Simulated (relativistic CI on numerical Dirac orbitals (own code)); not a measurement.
# d1 to d9 in one octahedral field

Computed with a parametric ligand-field model without spin-orbit coupling, by exact diagonalisation: B = 440, C = 2040, 10Dq = 36700 cm⁻¹ (Oh; |10Dq|/B = 83.4) for every shell. Energies in cm⁻¹; the field energy is (0.6 n_e − 0.4 n_t2) × 10Dq of the ground term; g labels are left out. So small a B with so large a field is typical of 4d and 5d ions, where spin-orbit coupling, left out here, reaches 1,000 to 4,000 cm⁻¹.

```
Shell  Ground term  Electrons in e  Field energy  First spin-allowed bands  Lowest term of other spin
   d1          2T2           0.000        -14680                  2E 36700                           
   d2          3T1           0.004        -29207      3T2 35551, 3T1 41001                   1T2 6827
   d3          4A2           0.000        -44040      4T2 36700, 4T1 41768                    2E 9735
   d4          3T1           0.007        -58445       3E 34614, 3T1 35130                   1T2 6162
   d5          2T2           0.015        -72859      2A2 33900, 2T1 34054                  4T1 26875
   d6          1A1           0.012        -87633      1T1 35058, 1T2 41621                  3T1 30831
   d7            ?               ?             ?                         ?                          ?
   d8          3A2           2.000        -44040      3T2 36700, 3T1 41768                    1E 7569
   d9           2E           3.000        -22020                 2T2 36700
```

Problem. Fill in the row of d7.

Solution. Ground term: 2E; Electrons in e: 1.007; Field energy: -65785; First spin-allowed bands: 2T1 34960, 2T2 35516; Lowest term of other spin: 4T1 26933. Low spin: d4, d5, d6, d7; the other shells keep the spin of the free ion. Only d4 to d7 can choose; the field needed to pair spins is smallest for d6 and largest for d5, which loses most exchange energy. In the strong-field picture 10Dq must exceed about 6B + 5C = 12840 (d4), 7.5B + 5C = 13500 (d5), 2.5B + 4C = 9260 (d6) and 4B + 4C = 9920 (d7); mixing of terms shifts these bounds somewhat.
